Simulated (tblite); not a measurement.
C2H11FSi3.
Bonds: C1–Si2, Si2–Si3, Si2–Si4, Si2–C5, C5–F6. Hydrogens: H7, H8, H9 on C1; H10, H11, H12 on Si3; H13, H14, H15 on Si4; H16, H17 on C5.

The geometry is computed with GFN2-xTB (gas phase).

Problem. List the bond lengths, angles and torsions at this level.

Solution. 
```json
{"bond": "C1–Si2", "length (bohr)": "3.624"}
{"bond": "Si2–Si3, Si2–Si4", "length (bohr)": "4.419"}
{"bond": "Si2–C5", "length (bohr)": "3.668"}
{"bond": "C5–F6", "length (bohr)": "2.617"}
{"bond": "C1–H7, C1–H8, C1–H9", "length (bohr)": "2.054"}
{"bond": "Si3–H10 and 5 like bonds", "length (bohr)": "2.771"}
{"bond": "C5–H16, C5–H17", "length (bohr)": "2.066"}
```

Bonds in one row agree within 0.02 bohr and their mean is given. A selection of angles:
```json
{"angle": "Si2–C1–H7", "degrees": "111.8"}
{"angle": "H7–C1–H8", "degrees": "107.4"}
{"angle": "C1–Si2–Si3", "degrees": "110.6"}
{"angle": "C1–Si2–Si4", "degrees": "109.9"}
{"angle": "C1–Si2–C5", "degrees": "102.7"}
{"angle": "Si3–Si2–Si4", "degrees": "119.0"}
{"angle": "Si3–Si2–C5", "degrees": "106.2"}
{"angle": "Si4–Si2–C5", "degrees": "107.1"}
{"angle": "Si2–Si3–H10", "degrees": "110.2"}
{"angle": "Si2–Si3–H11", "degrees": "112.9"}
{"angle": "H10–Si3–H11", "degrees": "107.2"}
{"angle": "H10–Si3–H12", "degrees": "106.3"}
{"angle": "Si2–C5–F6", "degrees": "109.1"}
{"angle": "Si2–C5–H16", "degrees": "113.3"}
{"angle": "F6–C5–H16", "degrees": "106.1"}
{"angle": "H16–C5–H17", "degrees": "108.2"}
```

Torsions: C1–Si2–C5–F6 179° (antiperiplanar). The mirror-image conformer, all signs reversed, is as good.

Si3 (SiH3 silicon) is distorted tetrahedral (angles from 106.3° to 113.4°). Si2 (four-coordinate silicon) is distorted tetrahedral (angles from 102.7° to 119.0°). The 2 C–Si bonds span 1.918 Å (C1–Si2, drawn single) to 1.941 Å (Si2–C5, drawn single), a spread of 0.023 Å.

Point group: near Cs, missed by 0.29 Å at most; the miss may be what the optimiser left on a soft mode. Its lowest GFN2-xTB frequency is 18i cm⁻¹, too small to tell a flat minimum from a shallow saddle. One conformer, not necessarily the lowest.
